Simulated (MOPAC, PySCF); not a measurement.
C2H4Si, SMILES `[SiH3]C#C`, neutral singlet in the gas phase. 

Cartesian coordinates (Å):
```xyz
7

C      1.9463    -0.2480     0.0017
C      0.7504    -0.0956     0.0007
Si    -1.0601     0.1351    -0.0009
H      3.0016    -0.3824     0.0027
H     -1.4300     1.1004    -1.0581
H     -1.7191    -1.1626    -0.2618
H     -1.4891     0.6531     1.3158
```
Charge 0, spin multiplicity 1.

All levels are single points at this geometry (B3LYP-D3(BJ)/def2-TZVP); Pople sets use spherical d functions. Orbital energies aren't observables, and empty levels follow the basis.

B3LYP/6-311+G** in PySCF gives gap (eV) = 7.76.

Problem. Estimate the gap (eV) from each of these levels: B3LYP-D3(BJ)/def2-TZVP in PySCF; PBE-D3(BJ)/def2-TZVP in PySCF; M06-2X/6-31G* in PySCF; HF/3-21G in PySCF; HF/6-31G* in PySCF; AM1 in MOPAC; PM3 in MOPAC; PM7 in MOPAC.

Solution. 
```json
[
 {"level": "B3LYP-D3(BJ)/def2-TZVP in PySCF", "gap (eV)": "7.78"},
 {"level": "PBE-D3(BJ)/def2-TZVP in PySCF", "gap (eV)": "6.07"},
 {"level": "M06-2X/6-31G* in PySCF", "gap (eV)": "10.62"},
 {"level": "HF/3-21G in PySCF", "gap (eV)": "15.21"},
 {"level": "HF/6-31G* in PySCF", "gap (eV)": "14.87"},
 {"level": "AM1 in MOPAC", "gap (eV)": "12.27"},
 {"level": "PM3 in MOPAC", "gap (eV)": "11.02"},
 {"level": "PM7 in MOPAC", "gap (eV)": "12.67"}
]
```
